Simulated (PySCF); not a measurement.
**Cr²⁺ (chromium, charge +2) across methods**

[Ar] 3d4, high-spin 5D determinant. Calculation: PySCF 2.14, in ANO-RCC-VTZP (6s5p3d2f1g, 59 functions); scalar relativity by spin-free X2C-1e.

| method | E (hartree) | mean ε 3p α (eV) | mean ε 3p β (eV) | mean ε 3d α (eV) | Σ⟨r²⟩ (bohr²) | ⟨S²⟩ |
| --- | --- | --- | --- | --- | --- | --- |
| PBEsol | -1048.571 | -67.667 | -63.660 | -24.115 | 16.72 | 6.000 |
| UHF | -1048.88061 | -83.610 | -73.319 | -32.441 | 16.23 | 6.001 |
| LDA | -1047.552 | -67.738 | -63.883 | -24.301 | 16.77 | 6.000 |
| HSE06 | -1049.718 | -71.536 | -66.122 | -25.946 | 16.54 | 6.000 |
| r2SCAN | -1049.869 | -69.506 | -64.393 | -24.459 | 16.50 | 6.001 |
| PBE | -1049.658 | -67.798 | -63.770 | -24.164 | 16.73 | 6.000 |
| BHandHLYP | -1049.901 | -75.922 | -69.146 | -28.488 | 16.42 | 6.001 |

(1) Estimate the same row for PBE0.

Results:

(1) E (hartree) = -1049.699; mean ε 3p α (eV) = -71.964; mean ε 3p β (eV) = -66.513; mean ε 3d α (eV) = -26.382; Σ⟨r²⟩ (bohr²) = 16.52; ⟨S²⟩ = 6.000.
